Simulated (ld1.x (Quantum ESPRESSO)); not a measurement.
## oxygen, TM: configuration errors across variants

oxygen, norm-conserving Troullier–Martins (Kleinman–Bylander form), made with ld1.x (Quantum ESPRESSO) 7.5 (LDA (PZ), scalar-relativistic). Core [He], reference 2s2 2p4. Waves: 2s (bound): rc 0.90 bohr; 2p (bound): rc 2.10 bohr; 3d channel at 0.5 Ry: rc 2.00 bohr. Local part: the d channel. Core correction: a·sin(br)/r model core inside 0.80 bohr.

All-electron excitation energies from the reference (eV): (1) 2s2 2p3 16.584; (2) 2s2 2p2 50.292; (3) 2s2 2p1 104.255; (4) 2s1 2p5 14.584; (5) 2s2 2p3.5 6.366; (6) 2s1 2p4 31.422; (7) 2s2 2p0 181.211; (8) 2s2 2p4 spin -1.409; (9) 2s2 2p3 spin 12.572.

Spin tests fill each open shell by Hund’s rule, majority spin first.

Errors AE − PS in meV (a dash: test not solved or not reliable):

```tsv
change	(1)	(2)	(3)	(4)	(5)	(6)	(7)	(8)	(9)	bound ghosts
base	+94	+753	+2814	-4.9	+14	-151	+7411	-0.7	+54	none
wave 3d channel at 0.5 Ry: rc 2.00 bohr becomes 3d channel at 0.5 Ry: rc 1.38 bohr	+87	+726	+2760	-5.1	+13	-160	+7345	-1.3	+45	none
wave 3d channel at 0.5 Ry: rc 2.00 bohr becomes 3d channel at 0.5 Ry: rc 1.62 bohr	+88	+731	+2773	-5.1	+13	-158	+7369	-1.2	+46	none
wave 3d channel at 0.5 Ry: rc 2.00 bohr becomes 3d channel at 0.5 Ry: rc 1.84 bohr	+91	+744	+2801	-5.0	+14	-154	+7405	-0.9	+51	none
wave 3d channel at 0.5 Ry: rc 2.00 bohr becomes 3d channel at 0.5 Ry: rc 2.46 bohr	+103	+791	+2893	-4.7	+17	-139	+7542	+0.1	+68	none
wave 3d channel at 0.5 Ry: rc 2.00 bohr becomes 3d channel at 0.5 Ry: rc 2.76 bohr	+107	+800	+2892	-4.7	+18	-134	+7508	+0.6	+74	none
wave 3d channel at 0.5 Ry: rc 2.00 bohr becomes 3d channel at 0.5 Ry: rc 3.00 bohr	+108	+798	+2877	-4.7	+18	-133	+7475	+0.7	+75	none
```

Problem. Give the same row for: wave 3d channel at 0.5 Ry: rc 2.00 bohr becomes 3d channel at 0.5 Ry: rc 2.20 bohr.

Solution. +107, +848, +3191, -4.6, +17, -139, +8598, -0.1, +69; bound ghosts: none.
